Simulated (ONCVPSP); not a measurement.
Before and after: ONCV potential for Co

ONCVPSP 4.0.1 input, shortened (lines: element, Z, core and valence counts, functional; n l f; lmax; l rc ep ncon nbas qcut; lloc lpopt rc5 dvloc0; l nproj debl; icmod fcfact rcfact), PBEsol, scalar-relativistic:

```
  Co 27.00    3    4  -116133      upf
    1    0    2.00
    2    0    2.00
    2    1    6.00
    3    0    2.00
    3    1    6.00
    3    2    7.00
    4    0    0.50
    2
    0    1.35    0.00    3    7    6.80
    1    1.00    0.00    4    9   14.40
    2    1.00    0.00    4    8   16.60
    4    5    0.60    0.00
    0    3    2.30
    1    2    1.70
    2    2    3.70
    0    0.00    0.00
```

In the p channel the program set the typed energies aside and used -2.914, 0.250 Ha.

All-electron outer shells of the reference configuration (PBEsol, scalar-relativistic, ld1.x):

```
shell  level (eV)  outermost node (bohr)  outermost maximum (bohr)
   2p     -783.03                      –                      0.17
   3s     -115.91                   0.31                      0.67
   3p      -79.30                   0.28                      0.68
   3d      -21.87                      –                      0.66
   4s      -16.68                   0.95                      2.13
```

Change: d: rc 1.16.

Cutoffs: the cutoffs (Ha) at which the residual kinetic energy of the hardest occupied pseudo-wave falls to 1 and 0.1 mHa per electron; they do not see the model core or the augmentation charge, which bear on the density cutoff. Errors are all-electron minus pseudo energies relative to the spin-unpolarised reference configuration.

Task: How do hardness, ghosts and transferability respond?

Result: The potential gets softer (99 Ha and 113 Ha → 87 Ha and 100 Ha); the errors of the 4 common tests hardly move; neither file shows a bound ghost. A larger radius leaves more room for a smooth pseudo-wave, so fewer plane waves are needed.

| quantity | base | changed |
| --- | --- | --- |
| cutoff, loose | 99 Ha | 87 Ha |
| cutoff, tight | 113 Ha | 100 Ha |
| loose cutoff by channel | s 14 Ha, p 47 Ha, d 99 Ha | s 14 Ha, p 47 Ha, d 87 Ha |
| bound ghosts | none | none |
| GHOST(+) flags under 300 eV | none | none |
| error for 3s2 3p6 3d7 4s2, meV [ΔE -16.40 eV] | +2.9 | +3.0 |
| error for 3s2 3p6 3d7 4s1, meV [ΔE -7.35 eV] | +0.8 | +0.8 |
| error for 3s2 3p6 3d7 4s0, meV [ΔE 9.35 eV] | -0.2 | -0.2 |
| error for 3s2 3p6 3d7 4s0 4p2, meV [ΔE -7.38 eV] | +0.7 | +0.8 |
| s: phases at 1.37 bohr within 0.05 rad from the reference energy up to (Ha; the scan ends near 5) | to the end of the scan | to the end of the scan |
| p: phases at 1.01 bohr within 0.05 rad from the reference energy up to (Ha; the scan ends near 5) | to the end of the scan | to the end of the scan |
